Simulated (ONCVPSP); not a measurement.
**Before and after: ONCV potential for Ar (Z = 18)**

- Element: argon
- Generator: ONCVPSP 4.0.1
- Type: optimised norm-conserving Vanderbilt (ONCV)
- Functional: PBE
- Relativity: scalar-relativistic
- Frozen core: [Ne]
- Valence charge: 8
- Reference configuration: 3s2 3p6
- Partial waves: 3s: rc 1.30 bohr, ncon 3, nbas 6, qcut 4.5 1/bohr, 1 projector; 3p: rc 1.20 bohr, ncon 3, nbas 7, qcut 7.3 1/bohr, 1 projector; d scattering state at 0.4 Ha: rc 1.40 bohr, ncon 4, nbas 9, qcut 7.1 1/bohr, 2 projectors, debl 3.3 Ha
- Local potential: polynomial inside 1.20 bohr (lpopt 5, dvloc0 0 Ha)
- Core correction: Teter function fitted to the true core (icmod 2), fcfact 0.7

Change: all radii but the core radius scaled by about 0.82 (s 1.06, p 0.98, d 1.14 bohr); local potential polynomial inside 0.98 bohr (lpopt 5, dvloc0 0 Ha).

Cutoffs: the cutoffs (Ha) at which the residual kinetic energy of the hardest occupied pseudo-wave falls to 1 and 0.1 mHa per electron; they do not see the model core or the augmentation charge, which bear on the density cutoff. Errors are all-electron minus pseudo energies relative to the spin-unpolarised reference configuration.

**Question.** What does the change do?

**Answer.** The potential gets harder (48 Ha and 82 Ha → 65 Ha and 161 Ha); of the 4 tests that both files solve, the error grows in 1 and shrinks in 3 by more than 15 % and 0.3 meV (median size 23.6 → 19.2 meV); neither file shows a bound ghost. A smaller radius makes the pseudo-wave follow the all-electron one further in, where it bends more sharply, so more plane waves are needed.

| quantity | base | changed |
| --- | --- | --- |
| cutoff, loose | 48 Ha | 65 Ha |
| cutoff, tight | 82 Ha | 161 Ha |
| loose cutoff by channel | s 48 Ha, p 16 Ha | s 65 Ha, p 15 Ha |
| bound ghosts | none | none |
| GHOST(+) flags under 300 eV | none | s at 72.8 eV |
| error for 3s2 3p5, meV [ΔE 16.06 eV] | +5.7 | +1.6 |
| error for 3s2 3p4, meV [ΔE 44.72 eV] | +42 | +28 |
| error for 3s2 3p3, meV [ΔE 87.30 eV] | +143 | +109 |
| error for 3s1 3p6, meV [ΔE 30.67 eV] | -2.6 | +10 |
| rms error of d²Exc/dni dnj with the model core, mHa | 0.58 | 0.66 |
